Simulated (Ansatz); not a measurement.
Ansatz (a first-principles code) input (PBE0/def2-TZVP):

Ansatz 0.2 input:
```yaml
crystal:
  periodic: [false, false, false]
  atoms:
    - {symbol: Si, position_ang: [-0.83674266, 0.24438014, 0.12342932]}
    - {symbol: Br, position_ang: [0.23354587, -0.39701321, -1.83061130]}
    - {symbol: Br, position_ang: [0.92698264, 0.23034025, 1.62817304]}
    - {symbol: O, position_ang: [-1.62896448, 1.55718991, 0.04414134]}
    - {symbol: O, position_ang: [-1.66119821, -1.14307545, 0.54037721]}
    - {symbol: H, position_ang: [-2.58279891, -0.90068416, 0.68118009]}
basis:
  gaussian:
    orbitals: def2-TZVP
hamiltonian:
  xc: {name: PBE0}
total_charge: -1
```

End of the output:

```
integrals: 0.16 GiB planned
1440 factors; their error is unknown
mean field: 1.55 GiB planned
mean field evaluation 1: about -152059.8206 eV, gradient 5.6e1 eV
mean field evaluation 2: about -152033.4742 eV, gradient 1.3e2 eV
mean field evaluation 4: about -152065.1001 eV, gradient 8.1e0 eV
mean field evaluation 8: about -152065.2011 eV, gradient 1.5e-1 eV
mean field evaluation 16: about -152066.1127 eV, gradient 3.2e-4 eV
mean field -152066.11268965 eV, -5588.3265672313 hartree, gradient 5.5e-5 eV, S^2 0.000000; 0 other end points of the search recorded, 0 dependent functions left out
reference -152066.11271659 eV, -5588.3265682216 hartree; 51, 51 occupied and 150, 150 virtual orbitals, 1440 factors
Total energy: -152066.11271659 eV, -5588.3265682216 hartree
```

It need not be the lowest isomer of its formula. Whether it binds its extra electron was not tested at this geometry.
